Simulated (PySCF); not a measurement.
The vertical singlet excitations below were computed for one of the candidates. Computed with TDDFT CAM-B3LYP/def2-SVPD, vertical, gas phase, core orbitals frozen in the response (PySCF 2.14.0, density-fitted response routines). Geometries: GFN2-xTB, one conformer each.

| state | E (eV) | f | main configurations (H = HOMO, L = LUMO) |
| --- | --- | --- | --- |
| S1 | 6.99 | 0.0092 | H→L+1 (48%) |
| S2 | 7.08 | 0.040 | H→L (52%), H→L+1 (11%), H-1→L (11%) |
| S3 | 7.34 | 0.016 | H-2→L (36%), H→L+1 (12%) |
| S4 | 7.53 | 0.037 | H→L+2 (26%), H→L+1 (12%) |
| S5 | 7.59 | 0.095 | H→L+4 (16%), H→L (13%), H-2→L+1 (9%) |
| S6 | 7.81 | 0.0029 | H-1→L (47%), H→L+2 (14%), H→L (14%) |
| S7 | 7.99 | 0.028 | H→L+3 (66%) |
| S8 | 8.08 | 0.102 | H-1→L+1 (49%) |

**Question.** Which candidate is it? All have the formula C4H11NSi2.
A. `[SiH3]N(/C=C\C=C)[SiH3]`
B. `C(C)C[SiH2][SiH2]C#N`
C. `CN[Si@@H]1C=CC[SiH2]1`

**Answer.** B. Its S1, at 6.99 eV, is the highest among the candidates; the nearest of the others has S1 at 5.13 eV. S1 is HOMO→LUMO+1 (48%). Löwdin shares by element: HOMO silicon 42%, carbon 26% or more (atoms not listed hold the other 33%); LUMO silicon 43%, carbon 15% or more, nitrogen 13% (atoms not listed hold the other 29%). At the same level the other candidates give, for their lowest levels:
- `CN[Si@@H]1C=CC[SiH2]1`: 5.13 eV (f 0.011); 5.90 eV (f 0.021); 6.09 eV (f 0.001); 6.26 eV (f 0.008); 6.50 eV (f 0.096); T1 4.34 eV; HOMO -7.68, LUMO 0.67 eV
- `C=C/C=C\N([SiH3])[SiH3]`: 4.93 eV (f 0.529); 5.39 eV (f 0.006); 6.08 eV (f 0.028); 6.23 eV (f 0.003); 6.36 eV (f 0.007); T1 2.96 eV; HOMO -7.17, LUMO 0.30 eV

Shape of the structure used: `[CH3:1][CH2:2][CH2:3][SiH2:4][SiH2:5][C:6]#[N:7]`: C1–C2–C3–Si4 180°, C2–C3–Si4–Si5 180°, C3–Si4–Si5–C6 -56°.
Triplets come from the Tamm–Dancoff approximation.
